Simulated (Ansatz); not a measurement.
A structure relaxed at PBE0-D4/def2-TZVP, charge 0, multiplicity 1:

Cartesian coordinates in Å:
```
C 1.342 1.733 -0.151
C 1.323 0.757 -1.055
Si 0.490 -0.876 -0.776
Br 2.081 -2.446 -0.655
C -0.534 -0.924 0.783
C -1.803 -0.078 0.701
H 1.844 2.680 -0.333
H 0.862 1.631 0.818
H 1.831 0.921 -2.004
H -0.336 -1.234 -1.959
H 0.094 -0.614 1.625
H -0.784 -1.974 0.970
H -2.387 -0.150 1.622
H -2.446 -0.405 -0.121
H -1.578 0.978 0.534
```

(1) Give its formula and SMILES.

(2) Point group (tolerance 0.08 Å, 0.16 Å for H)?

(3) Summarise the bond lengths by kind.

Answers

(1) C4H9BrSi, `C=C[SiH](Br)CC`.

(2) C1.

(3) 2 × C–C 1.330 to 1.528 Å; 8 × C–H 1.086 to 1.095 Å; 2 × C–Si 1.855 to 1.867 Å; 1 × Br–Si 2.239 Å; 1 × H–Si 1.486 Å.

Program: Ansatz 0.2.0.
